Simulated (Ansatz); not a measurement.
Consider the hydrogen abstraction from the Si–H bond: `[SiH3]N[SiH2]Cl` + `[SiH3]`• → `[SiH2]N[SiH2]Cl`• + SiH₄.

Program: Ansatz. Geometries: PBE0-D4/def2-TZVP. ΔE: electronic, gas phase. CCSD(T)/CBS adds triple-zeta CCSD(T) − MP2 to the extrapolated MP2 energy (def2 sets, frozen cores). This one scheme is used for every species. Functionals use def2-TZVPP. B3LYP here is the variant with VWN-RPA as its local correlation; programs differ in this. HSE06 is defined as in plane-wave codes. Open shells (•) are unrestricted, without spin–orbit coupling. Each species was taken in one conformer, which may not be the lowest.

```csv
level,ΔE (kcal/mol),difference from CCSD(T)/CBS
LDA (SPW92),-1.9,-1.9
PBE-D4,-1.6,-1.6
revPBE-D4,-1.7,-1.7
r2SCAN-D4,-0.6,-0.6
PBE0-D4,-0.7,-0.7
B3LYP-D4,-1.2,-1.2
r2SCAN0-D4,-0.2,-0.2
HSE06-D4,-0.7,-0.7
BHLYP-D4,-0.4,-0.4
CAM-B3LYP-D4,-0.7,-0.7
ωB97X-V,-0.6,-0.6
B2PLYP,-0.6,-0.6
PBE-QIDH,0.1,0.1
PBE,-1.5,-1.5
revPBE,-1.4,-1.4
BLYP,-1.8,-1.8
r2SCAN,-0.6,-0.6
PBE0,-0.6,-0.6
B3LYP,-1.0,-1.0
r2SCANh,-0.4,-0.4
r2SCAN0,-0.2,-0.2
HSE06,-0.6,-0.6
BHLYP,-0.2,-0.2
CAM-B3LYP,-0.6,-0.6
LC-ωPBE,0.0,0.0
RPA@PBE/def2-TZVPP,-0.1,-0.1
HF/def2-SVP,1.3,1.3
MP2/def2-SVP,0.5,0.5
CCSD/def2-SVP,0.4,0.4
CCSD(T)/def2-SVP,0.2,0.2
HF/def2-TZVPP,1.0,1.0
MP2/def2-TZVPP,0.4,0.4
CCSD/def2-TZVPP,0.4,0.4
CCSD(T)/def2-TZVPP,0.1,0.1
HF/def2-QZVPP,0.9,0.9
MP2/def2-QZVPP,0.3,0.3
SCS-MP2/def2-QZVPP,0.2,0.2
HF/CBS(def2),0.9,0.9
MP2/CBS(def2),0.3,0.3
CCSD/CBS(def2),0.3,0.3
CCSD(T)/CBS,0.0,0
```

Largest T1 diagnostic among the species: 0.015.

From PBE to PBE0 (25 % exact exchange), in def2-TZVPP and without D4, ΔE moves by +0.9 kcal/mol. Leaving LDA and LC-ωPBE aside and taking each functional with its dispersion term where it has one, the values, not all of them listed here, spread over 2.2 kcal/mol, from BLYP-D4 to PBE-QIDH.
